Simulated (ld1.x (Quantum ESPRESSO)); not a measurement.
Transferability test, TM potential for Mn (Z = 25)

```
Element                 : Mn (Z = 25)
Generator               : ld1.x (Quantum ESPRESSO) 7.5
Type                    : norm-conserving Troullier–Martins (Kleinman–Bylander form)
Functional              : PBE
Relativity              : scalar-relativistic
Frozen core             : [Ar]
Valence charge          : 7
Reference configuration : 3d5 4s2 4p0
Partial waves           : 4s (bound): rc 2.60 bohr; 4p (bound, empty): rc 3.25 bohr; 3d (bound): rc 1.95 bohr
Local potential         : the d channel
Core correction         : none
```

Energies are relative to the spin-unpolarised reference configuration 3d5 4s2 4p0; without spin polarisation the order of configurations can differ from experiment. Not all tests gave a result: 1 of 7 tests not solved or not reliable. Left out of the table: 3d4 4s2 4p1 (solver errors, printed error -2.9 eV). The frozen-core shift is the all-electron ΔE with the core orbitals held at their reference shape minus the fully relaxed ΔE.

```json
{"valence configuration": "3d5 4s1 4p0", "charge": "+1", "ΔE all-electron (eV)": "8.416", "error AE − PS (meV)": "+9.6", "frozen-core shift (meV)": "+2.2"}
{"valence configuration": "3d5 4s0 4p0", "charge": "+2", "ΔE all-electron (eV)": "24.015", "error AE − PS (meV)": "+110", "frozen-core shift (meV)": "+9.7"}
{"valence configuration": "3d4 4s0 4p0", "charge": "+3", "ΔE all-electron (eV)": "56.534", "error AE − PS (meV)": "+84", "frozen-core shift (meV)": "+336"}
{"valence configuration": "3d5.5 4s1.5 4p0", "charge": "0", "ΔE all-electron (eV)": "-0.482", "error AE − PS (meV)": "-25", "frozen-core shift (meV)": "+25"}
{"valence configuration": "3d5 4s0 4p2", "charge": "0", "ΔE all-electron (eV)": "7.930", "error AE − PS (meV)": "+20", "frozen-core shift (meV)": "+2.7"}
{"valence configuration": "3d4 4s2 4p0", "charge": "+1", "ΔE all-electron (eV)": "13.187", "error AE − PS (meV)": "-85", "frozen-core shift (meV)": "+193"}
```

Levels in the configuration 3d5.5 4s1.5 4p0:

```json
{"level": "3d", "all-electron (eV)": "-4.891", "pseudo (eV)": "-4.808"}
{"level": "4s", "all-electron (eV)": "-4.583", "pseudo (eV)": "-4.593"}
```

Note: ghost states, extra bound levels that the all-electron valence spectrum of the same l lacks: s at -116.7 eV, p at -29.4 eV. A true bound ghost makes a file unfit for plane-wave use.
